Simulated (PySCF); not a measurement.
ZnHCl, SMILES [Cl][ZnH]. Atoms are numbered in the order given.

```xyz
3

Zn     0.0000     0.0000    -0.7153
H      0.0000     0.0000    -2.2353
Cl     0.0000     0.0000     1.3938
```
Charge 0, spin multiplicity 1.

Geometry: PBE-D3(BJ)/def2-TZVP.

Calculation: PySCF with ωB97X/def2-TZVPD.

Mulliken values depend strongly on the basis, most of all with diffuse functions as here. ESP charges are fitted to the potential on shells at 1.4 to 2.0 van der Waals radii. Atomic charges (e):

```
atom  ESP fit  Mulliken    IAO
----  -------  --------  -----
Zn1         ?      0.20   1.18
H2          ?      0.04  -0.43
Cl3         ?     -0.24  -0.74
```

Q: Fill in the missing entries. (An estimate is asked for; the answer gives what the named calculation found.)

A: 
- Zn1, ESP fit: 0.64
- H2, ESP fit: -0.25
- Cl3, ESP fit: -0.39
